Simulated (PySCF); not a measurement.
An unknown shows these calculated signals:

¹H NMR (300 MHz, computed): δ 8.24 (s, 2H), 7.86 (m, 2H), 7.69 (m, 1H), 7.68 (m, 2H).

¹³C{¹H} NMR (computed): δ 143.4 (CH), 140.8 (C), 136.1 (CH), 133.2 (CH), 126.2 (CH).

[PySCF 2.14.0 with density-fitted response routines: coordinates at the GFN2-xTB level; shieldings: GIAO PBE0/pcSseg-1; one averaged value for each set of equivalent atoms; one conformer; non-relativistic; gas phase]

References, each an isolated molecule treated in the same way: ¹H, ¹³C vs TMS.

Question: Which of these does the molecule contain: a heteroaromatic ring, a Si–CH3 group, an NH or NH2 group, a non-aromatic C=C double bond, a benzene ring?

Answer: 
- A heteroaromatic ring: yes.
- A Si–CH3 group: no.
- An NH or NH2 group: no.
- A non-aromatic C=C double bond: no.
- A benzene ring: yes.

The data belong to SMILES c1ccc(-n2cnnc2)cc1, C$_{8}$H$_{7}$N$_{3}$; they needn't prove each group on their own.

Carbon signals by region: 5 in the sp2 and nitrile region (100–160 ppm).

Shifts are as computed. Against solution values, carbons near 30 ppm lie about +3 ppm off and those near 130 ppm about +5 ppm. Of 1211 compounds with measured shifts, 218 miss one by over three times the rms of a fit or turn the order of signals round; such compounds aren't used in these exercises. Multiplicities follow the n + 1 count of equivalent neighbours, as no J values were calculated; m marks all less simple cases, F and P coupling included.
